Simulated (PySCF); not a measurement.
C₂H₅GeN₂P.
Atom-mapped SMILES: `[GeH3:1][n:2]1[cH:3][p:4][cH:5][n:6]1` (hydrogens: H7, H8, H9 on Ge1; H10 on C3; H11 on C5)

Method: PBE0-D3(BJ)/def2-SVP geometry optimisation, gas phase (PySCF 2.14.0); density fitting, grid level 1; the optimiser is geomeTRIC in internal coordinates, started from a GFN2-xTB structure with every atom displaced at random (about 0.01 Å).

Step 1: E = -70911.5640 eV
```
atom  x, y, z in Å  |  force x, y, z in eV/Å
Ge1    -1.8766    0.0344   -0.0868    0.226   0.107   0.018
N2      0.0215   -0.0589    0.0350   -0.311  -0.109   0.045
C3      0.7986   -1.0444    0.5354    0.302   0.148  -0.036
P4      2.4955   -0.6779    0.4031   -0.309  -0.056   0.005
C5      1.9578    0.8320   -0.3512    0.119   0.087   0.032
N6      0.6607    1.0035   -0.4647   -0.142  -0.055  -0.020
H7     -2.4227   -1.2545    0.5505    0.108   0.028  -0.034
H8     -2.2154    0.1474   -1.5763    0.008  -0.040   0.018
H9     -2.3088    1.2841    0.6896    0.029  -0.046  -0.006
H10     0.3266   -1.9286    0.9645   -0.051  -0.017  -0.017
H11     2.6019    1.6376   -0.7149    0.020  -0.047  -0.006
```

Step 2: E = -70911.5727 eV
```
atom  x, y, z in Å  |  force x, y, z in eV/Å
Ge1    -1.8689    0.0404   -0.0874    0.068   0.046  -0.003
N2      0.0137   -0.0551    0.0335   -0.130   0.013  -0.038
C3      0.7883   -1.0398    0.5342    0.076  -0.024   0.028
P4      2.4761   -0.6807    0.4071    0.013  -0.009   0.019
C5      1.9530    0.8358   -0.3450   -0.021  -0.019  -0.024
N6      0.6544    1.0046   -0.4683    0.018   0.032   0.015
H7     -2.3764   -1.2573    0.5534    0.009  -0.019  -0.003
H8     -2.2125    0.1383   -1.5754   -0.014  -0.015   0.002
H9     -2.3022    1.2829    0.6937   -0.006  -0.003   0.004
H10     0.3084   -1.9251    0.9543   -0.012   0.004  -0.007
H11     2.6056    1.6304   -0.7159   -0.001  -0.008   0.007
```

Problem. Estimate the geometry and energy of step 3. (The exact step hangs on the optimiser's Hessian estimate; all steps are aligned on step 2, rigid shifts and turns removed.)

Solution. E = -70911.5731 eV, largest force 0.068 eV/Å
```
atom  x, y, z in Å  |  force x, y, z in eV/Å
Ge1    -1.8673    0.0430   -0.0882    0.008   0.003   0.009
N2      0.0117   -0.0513    0.0313   -0.018   0.003  -0.004
C3      0.7871   -1.0361    0.5336   -0.020  -0.049   0.040
P4      2.4750   -0.6816    0.4129   -0.016   0.010  -0.025
C5      1.9529    0.8320   -0.3462    0.003   0.057  -0.001
N6      0.6550    1.0085   -0.4676    0.062  -0.019  -0.020
H7     -2.3616   -1.2608    0.5514   -0.007  -0.008  -0.001
H8     -2.2189    0.1364   -1.5745   -0.008  -0.003  -0.001
H9     -2.3062    1.2809    0.6970   -0.004   0.001   0.000
H10     0.3031   -1.9206    0.9509   -0.004   0.000   0.001
H11     2.6085    1.6242   -0.7162    0.005   0.006   0.003
```

The energy changes by -0.0004 eV. The first-order estimate −F·Δx gives -0.0013 eV and the mean of the old and new forces, exact on a quadratic surface, -0.0004 eV. The step makes an angle of 73° with the force vector and moves no atom by more than 0.015 Å.

The cost below is that of the whole optimisation. The run took 72 s wall on one thread of an Arm Neoverse N1, shared host with 64 logical CPUs at a one-minute load of 60, and the process peaked at 0.55 GiB of memory.
